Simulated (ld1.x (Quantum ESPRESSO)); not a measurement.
**Transferability test, ultrasoft potential for phosphorus**

ld1.x (Quantum ESPRESSO) 7.5 input, shortened:

```
&input
   title='P', zed=15., rel=0, dft='PBE', iswitch=3,
   config='[Ne] 3s2 3p1.5 3d-2'
 /
 &inputp
   pseudotype=3, tm=.true., lloc=-1, rcloc=1.40,
   nlcc=.false.,
   which_augfun='PSQ', rmatch_augfun=1.05
 /
5
3S  1  0   2.00   0.00  1.50  1.70  0.0
3S  1  0   0.00  -0.75  1.50  1.70  0.0
3P  2  1   1.50   0.00  1.30  1.75  0.0
3P  2  1   0.00   1.75  1.30  1.75  0.0
3D  3  2  -2.00   0.15  1.65  1.85  0.0
 &test
   configts(1)='3s2 3p1.5'
 /
```

Energies are relative to the spin-unpolarised reference configuration 3s2 3p1.5; without spin polarisation the order of configurations can differ from experiment.

```json
{"valence configuration": "3s2 3p3", "charge": "0", "ΔE all-electron (eV)": "-18.063", "error AE − PS (meV)": "+1.7"}
{"valence configuration": "3s2 3p2", "charge": "+1", "ΔE all-electron (eV)": "-8.322", "error AE − PS (meV)": "+2.3"}
{"valence configuration": "3s2 3p1", "charge": "+2", "ΔE all-electron (eV)": "10.838", "error AE − PS (meV)": "+1.0"}
{"valence configuration": "3s1 3p0", "charge": "+4", "ΔE all-electron (eV)": "92.469", "error AE − PS (meV)": "+70"}
{"valence configuration": "3s2 3p0", "charge": "+3", "ΔE all-electron (eV)": "40.587", "error AE − PS (meV)": "-4.1"}
```

**Question.** What are ΔE and the potential's error for 3s2 3p2.5?

**Answer.** ΔE = -14.283 eV all-electron; the error (AE − PS) is +3.2 meV.

**Question.** What are ΔE and the potential's error for 3s1 3p4?

**Answer.** ΔE = -9.616 eV all-electron; the error (AE − PS) is -4.3 meV.

Levels in the configuration 3s2 3p0:

```tsv
level	all-electron (eV)	pseudo (eV)
3s	-45.504	-45.496
```
